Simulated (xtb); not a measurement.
C₇H₁₅S (SMILES C[C](C)SC(C)(C)C), doublet, from a rough starting geometry; GFN2-xTB run with xtb 6.7.1.

xtb was given this input:
```
$ xtb mol.xyz --gfn 2 --uhf 1 --opt vtight --json

# file mol.xyz
23

C      2.65677070     1.36161377    -0.10267282
C      1.63797567     0.31321270     0.19400066
C      2.06733789    -1.11201456    -0.06827326
S      0.27166074     0.64408507     1.09449661
C     -1.25875742     0.06230139     0.25498130
C     -1.18170792     0.40592672    -1.19730291
C     -1.32639632    -1.48538387     0.35708274
C     -2.45291042     0.66966901     0.93534051
H      2.10704319     2.34373660    -0.05855609
H      2.98555045     1.25883252    -1.08233970
H      3.51747854     1.39096441     0.60188513
H      3.16287269    -1.19966912     0.06460292
H      1.83376229    -1.48522953    -1.08166145
H      1.59396644    -1.71191612     0.65919376
H     -2.09934298     0.09569705    -1.83621785
H     -1.12263509     1.49818464    -1.31396197
H     -0.25925707     0.01875175    -1.67649501
H     -1.27735384    -1.76203614     1.39975610
H     -2.35634626    -1.84787015    -0.06747096
H     -0.55127927    -1.97989363    -0.14467506
H     -3.33055630     0.38297476     0.47553329
H     -2.43891813     0.42086782     1.91602206
H     -2.39430234     1.76623278     0.84222953
```

What the program printed (banner, timings and long lists left out):

```
   ID    Z sym.   atoms
    1    6 C      1-3, 5-8
    2   16 S      4
    3    1 H      9-23

           -------------------------------------------------
          |                Calculation Setup                |
           -------------------------------------------------

           -------------------------------------------------
          |                 G F N 2 - x T B                 |
           -------------------------------------------------

          ...................................................
          :                      SETUP                      :
          :.................................................:
          :  # basis functions                  53          :
          :  # atomic orbitals                  52          :
          :  # shells                           32          :
          :  # electrons                        49          :
          :  max. iterations                   250          :
          :  Hamiltonian                  GFN2-xTB          :
          :  restarted?                      false          :
          :  GBSA solvation                  false          :
          :  PC potential                    false          :
          :  electronic temp.          300.0000000     K    :
          :  accuracy                    1.0000000          :
          :  -> integral cutoff          0.2500000E+02      :
          :  -> integral neglect         0.1000000E-07      :
          :  -> SCF convergence          0.1000000E-05 Eh   :
          :  -> wf. convergence          0.1000000E-03 e    :
          :  Broyden damping             0.4000000          :
          :  net charge                          0          :
          :  unpaired electrons                  1          :
          ...................................................

 iter      E             dE          RMSdq      gap      omega  full diag
   1    -26.1091817 -0.261092E+02  0.289E+00    3.69       0.0  T
   2    -26.1683363 -0.591546E-01  0.160E+00    3.96       1.0  T
   3    -26.1713735 -0.303716E-02  0.836E-01    3.78       1.0  T
   4    -26.1722001 -0.826625E-03  0.310E-01    3.85       1.0  T
   5    -26.1725667 -0.366548E-03  0.129E-01    3.77       1.0  T
   6    -26.1725862 -0.195028E-04  0.678E-02    3.83       1.0  T
   7    -26.1726454 -0.592544E-04  0.199E-02    3.80       1.0  T
   8    -26.1726462 -0.799655E-06  0.454E-03    3.80       4.6  T
   9    -26.1726462 -0.236636E-07  0.156E-03    3.80      13.4  T
[...]
 * total energy  :   -25.8278704 Eh     change       -0.6020211E-05 Eh
 * total energy  :   -25.8278737 Eh     change       -0.3277660E-05 Eh
 * total energy  :   -25.8278733 Eh     change        0.3772375E-06 Eh
 * total energy  :   -25.8278777 Eh     change       -0.4329021E-05 Eh
 * total energy  :   -25.8278784 Eh     change       -0.7394099E-06 Eh
 * total energy  :   -25.8278793 Eh     change       -0.9310552E-06 Eh
 * total energy  :   -25.8278800 Eh     change       -0.6308643E-06 Eh
 * total energy  :   -25.8278806 Eh     change       -0.5802822E-06 Eh
 * total energy  :   -25.8278809 Eh     change       -0.3330177E-06 Eh
 * total energy  :   -25.8278809 Eh     change        0.1238304E-07 Eh
 * total energy  :   -25.8278810 Eh     change       -0.1075935E-06 Eh
 * total energy  :   -25.8278811 Eh     change       -0.9610267E-07 Eh
   *** GEOMETRY OPTIMIZATION CONVERGED AFTER 23 ITERATIONS ***
         :: total energy             -25.827881077822 Eh    ::
[...]
                            10 H    0.959
     2   6 C    3.589 --     4 S    1.339     1 C    1.056     3 C    1.052
     3   6 C    3.997 --     2 C    1.052    14 H    0.977    12 H    0.970
                            13 H    0.957
     4  16 S    2.380 --     2 C    1.339     5 C    0.868
     5   6 C    3.969 --     7 C    1.010     6 C    1.010     8 C    1.006
                             4 S    0.868
     6   6 C    3.996 --     5 C    1.010    16 H    0.985    17 H    0.982
                            15 H    0.977
     7   6 C    3.996 --     5 C    1.010    18 H    0.985    20 H    0.982
                            19 H    0.978
     8   6 C    3.995 --     5 C    1.006    23 H    0.984    22 H    0.984
                            21 H    0.978
     9   1 H    0.998 --     1 C    0.984
    10   1 H    0.997 --     1 C    0.959
    11   1 H    0.997 --     1 C    0.959
    12   1 H    0.998 --     3 C    0.970
    13   1 H    0.998 --     3 C    0.957
    14   1 H    0.998 --     3 C    0.977
    15   1 H    0.998 --     6 C    0.977
    16   1 H    0.998 --     6 C    0.985
    17   1 H    0.998 --     6 C    0.982
    18   1 H    0.998 --     7 C    0.985
    19   1 H    0.998 --     7 C    0.978
    20   1 H    0.998 --     7 C    0.982
    21   1 H    0.998 --     8 C    0.978
    22   1 H    0.998 --     8 C    0.984
    23   1 H    0.998 --     8 C    0.984
 ---------------------------------------------------------------------------

Topologies differ in total number of bonds
Writing topology from bond orders to xtbtopo.mol

molecular dipole:
                 x           y           z       tot (Debye)
 q only:       -0.130      -0.235      -0.439
   full:       -0.085      -0.457      -0.711       2.158
molecular quadrupole (traceless):
                xx          xy          yy          xz          yz          zz
 q only:        3.044       0.066      -0.302      -1.074      -1.119      -2.743
  q+dip:        4.470      -0.068      -0.611      -1.169      -2.175      -3.860
   full:        4.817       0.042      -0.941      -1.062      -1.955      -3.876

optimized geometry written to: xtbopt.xyz

           -------------------------------------------------
          | TOTAL ENERGY              -25.827881077822 Eh   |
          | GRADIENT NORM               0.000087241336 Eh/α |
          | HOMO-LUMO GAP               3.296502834815 eV   |
           -------------------------------------------------
```
